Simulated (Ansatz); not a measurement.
Molecular dynamics of H₆C₂O

The input (input.yaml):

```yaml
crystal:
  lattice:
    - [7.529072, 0.0, 0.0]
    - [0.0, 7.529072, 0.0]
    - [0.0, 0.0, 7.529072]
  atoms:
    - { symbol: C, position: [0.86622737, 0.7103572, -0.04624517] }
    - { symbol: C, position: [0.95905023, 0.58198399, 0.07623923] }
    - { symbol: O, position: [0.8274123, 0.49336568, 0.18180846] }
    - { symbol: H, position: [0.88823894, 0.4056213, 0.25431395] }
    - { symbol: H, position: [1.03565308, 0.4841225, -0.00261085] }
    - { symbol: H, position: [1.05132881, 0.65602856, 0.16437889] }
    - { symbol: H, position: [0.96409174, 0.77815979, -0.13199767] }
    - { symbol: H, position: [0.77175138, 0.639287, -0.1328484] }
    - { symbol: H, position: [0.79241962, 0.81214018, 0.02948628] }
    - { symbol: C, position: [0.42195469, 0.50355156, 1.01603237] }
    - { symbol: C, position: [0.37591257, 0.31469997, 0.95967293] }
    - { symbol: O, position: [0.23711242, 0.30558892, 0.83170901] }
    - { symbol: H, position: [0.28986704, 0.32955978, 0.71292534] }
    - { symbol: H, position: [0.49707586, 0.24654612, 0.90951014] }
    - { symbol: H, position: [0.33109542, 0.23827166, 1.07718444] }
    - { symbol: H, position: [0.53867269, 0.50427399, 1.10516137] }
    - { symbol: H, position: [0.45544078, 0.58571283, 0.89899332] }
    - { symbol: H, position: [0.30874536, 0.56738262, 1.0835275] }
    - { symbol: C, position: [0.31337843, 0.80623348, 0.57340706] }
    - { symbol: C, position: [0.1689732, 0.94431638, 0.553498] }
    - { symbol: O, position: [0.03660914, 0.87111493, 0.43877409] }
    - { symbol: H, position: [-0.06474509, 0.95128464, 0.43700226] }
    - { symbol: H, position: [0.11231019, 0.9784703, 0.68559935] }
    - { symbol: H, position: [0.22536504, 1.06829961, 0.49679141] }
    - { symbol: H, position: [0.42187203, 0.85444414, 0.65947727] }
    - { symbol: H, position: [0.2583341, 0.68526974, 0.63598761] }
    - { symbol: H, position: [0.3711289, 0.77396635, 0.4417819] }
    - { symbol: C, position: [0.66118286, 0.21835282, 0.51387719] }
    - { symbol: C, position: [0.57135659, 0.39721822, 0.52600311] }
    - { symbol: O, position: [0.3833673, 0.37294197, 0.50126562] }
    - { symbol: H, position: [0.33295556, 0.48902965, 0.47302831] }
    - { symbol: H, position: [0.59640606, 0.45782937, 0.65796851] }
    - { symbol: H, position: [0.62433169, 0.4876089, 0.42336723] }
    - { symbol: H, position: [0.80317275, 0.23209138, 0.5476849] }
    - { symbol: H, position: [0.60203908, 0.12404773, 0.60896009] }
    - { symbol: H, position: [0.64778107, 0.16286266, 0.37896476] }
basis:
  ecutwfc: 420.0
kpoints:
  mp_grid: { grid: [1, 1, 1] }
hamiltonian:
  xc: pbesol
scf:
  occupations: { method: fermi_dirac, width: 0.02 }
  lower_state_search: "off"
md:
  timestep: 0.5
  n_steps: 180
  ensemble: nvt_langevin
  temperature: 700.0
  initial_velocities: maxwell_boltzmann
  seed: 579334
  friction: 0.02
```

Run as:

```bash
$ ansatz run input.yaml --threads 1 --pin off --max-ram 3072MiB --backend cpu --events-out ev --progress --plain --runs-dir out
```

It starts from a partly relaxed structure (largest force component 0.24 eV/Å).

Output, in part (step lines):

```
md step     0: t =     0.00 fs  T =   680.6 K  F+E_penalty+E_count = -4595.29234058 eV  E_kin = 3.166870 eV  (9 SCF iters)
md step     1: t =     0.50 fs  T =   654.4 K  F+E_penalty+E_count = -4595.23057842 eV  E_kin = 3.045090 eV  (8 SCF iters)
md step     2: t =     1.00 fs  T =   606.6 K  F+E_penalty+E_count = -4595.05711849 eV  E_kin = 2.822928 eV  (8 SCF iters)
md step     3: t =     1.50 fs  T =   542.6 K  F+E_penalty+E_count = -4594.80850824 eV  E_kin = 2.524889 eV  (8 SCF iters)
md step     4: t =     2.00 fs  T =   488.5 K  F+E_penalty+E_count = -4594.54244483 eV  E_kin = 2.272991 eV  (8 SCF iters)
md step     5: t =     2.50 fs  T =   427.8 K  F+E_penalty+E_count = -4594.30323824 eV  E_kin = 1.990535 eV  (6 SCF iters)
md step     6: t =     3.00 fs  T =   396.4 K  F+E_penalty+E_count = -4594.11260254 eV  E_kin = 1.844560 eV  (6 SCF iters)
md step     7: t =     3.50 fs  T =   367.1 K  F+E_penalty+E_count = -4593.96554703 eV  E_kin = 1.708248 eV  (6 SCF iters)
[... lines left out ...]
```

The steps, from the saved trajectory:

| time (fs) | T (K) | potential energy less start (eV) |
| --- | --- | --- |
| 0.0 | 681 | 0.000 |
| 3.0 | 396 | 1.180 |
| 6.0 | 322 | 1.755 |
| 9.0 | 338 | 1.715 |
| 12.0 | 479 | 1.012 |
| 15.0 | 470 | 1.221 |
| 18.0 | 402 | 1.542 |
| 21.0 | 417 | 1.657 |
| 24.0 | 490 | 1.729 |
| 27.0 | 503 | 1.886 |
| 30.0 | 478 | 2.133 |
| 33.0 | 597 | 1.743 |
| 36.0 | 547 | 1.878 |
| 39.0 | 562 | 2.001 |
| 42.0 | 515 | 2.487 |
| 45.0 | 579 | 2.188 |
| 48.0 | 558 | 2.096 |
| 51.0 | 577 | 1.942 |
| 54.0 | 547 | 2.256 |
| 57.0 | 657 | 1.957 |
| 60.0 | 575 | 2.181 |
| 63.0 | 575 | 2.209 |
| 66.0 | 540 | 2.216 |
| 69.0 | 551 | 1.966 |
| 72.0 | 532 | 1.840 |
| 75.0 | 516 | 2.247 |
| 78.0 | 538 | 2.119 |
| 81.0 | 511 | 2.339 |
| 84.0 | 520 | 2.430 |
| 87.0 | 525 | 2.524 |
| 90.0 | 648 | 2.064 |

The run went to its last step. The mean temperature of the second half is 20 % below the set value. A run of 0.09 ps of so small a system gives no equilibrium averages. Limits of this set-up: coarse k mesh.

Mean squared displacements from the first frame to the last, about the centre of mass: C 0.23 Å², O 0.14 Å², H 0.73 Å².

Last frame:

```xyz
36
Lattice="7.5291 0.0000 0.0000 0.0000 7.5291 0.0000 0.0000 0.0000 7.5291" Properties=species:S:1:pos:R:3
C 5.933 5.448 -0.085
C 7.085 4.508 0.329
O 6.676 3.563 1.379
H 7.354 2.863 1.188
H 7.646 3.902 -0.525
H 7.891 4.951 0.991
H 6.140 6.250 -0.775
H 5.296 4.762 -0.598
H 5.425 5.710 0.857
C 2.893 3.323 8.076
C 2.927 2.706 6.760
O 1.712 2.675 6.051
H 2.027 2.688 5.172
H 3.797 3.031 6.131
H 3.190 1.649 6.948
H 3.885 3.239 8.546
H 2.678 4.454 8.060
H 2.084 2.880 8.775
C 2.197 6.293 4.301
C 1.103 7.405 4.040
O 0.139 6.843 3.200
H -0.380 7.574 2.836
H 0.803 7.670 5.160
H 1.640 8.229 3.589
H 2.957 6.734 5.029
H 1.787 5.378 4.632
H 2.813 6.186 3.427
C 4.538 1.265 3.947
C 4.344 2.758 3.598
O 2.867 2.997 3.844
H 2.726 3.990 3.850
H 4.892 3.358 4.333
H 4.632 3.022 2.644
H 5.548 0.940 4.373
H 3.848 1.093 4.844
H 4.226 0.534 3.181
```

Time of the run: 6.7 min on 1 thread of Arm Neoverse V2 (shared host), peak memory 0.49 GiB.
